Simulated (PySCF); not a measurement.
SMILES [Cl][Mg][O][SiH3], PBE0/def2-SVP optimised geometry.

```
7

Mg    -1.67    -1.99     2.73
Cl    -2.42    -3.05     4.50
O     -1.05    -1.12     1.30
Si    -0.45    -0.31     0.00
H      1.05    -0.31     0.00
H     -0.91     1.12     0.00
H     -0.91    -0.93    -1.28
```

Density from PBE0/def2-TZVP in PySCF 2.14.0 at that geometry.

Minimum of the electron density along straight lines between bonded atoms, close to the bond critical point (lines longer than 1.1 times the sum of covalent radii, or with two minima, are not listed):

```tsv
bond	length / Å	ρ at the minimum / e bohr⁻³	∇²ρ there / e bohr⁻⁵	position (fraction from the first atom)
Mg1–Cl2	2.195	(withheld)	0.30	0.39
Mg1–O3	1.786	(withheld)	(withheld)	0.45
O3–Si4	1.639	0.138	0.85	0.59
Si4–H5	1.499	0.119	0.14	0.49
Si4–H6	1.499	0.119	0.14	0.49
Si4–H7	1.499	0.119	0.14	0.49
```

### Question
What belongs in the gaps?

### Answer

- Mg1–Cl2, ρ at the minimum / e bohr⁻³: 0.054
- Mg1–O3, ρ at the minimum / e bohr⁻³: 0.079
- Mg1–O3, ∇²ρ there / e bohr⁻⁵: 0.69
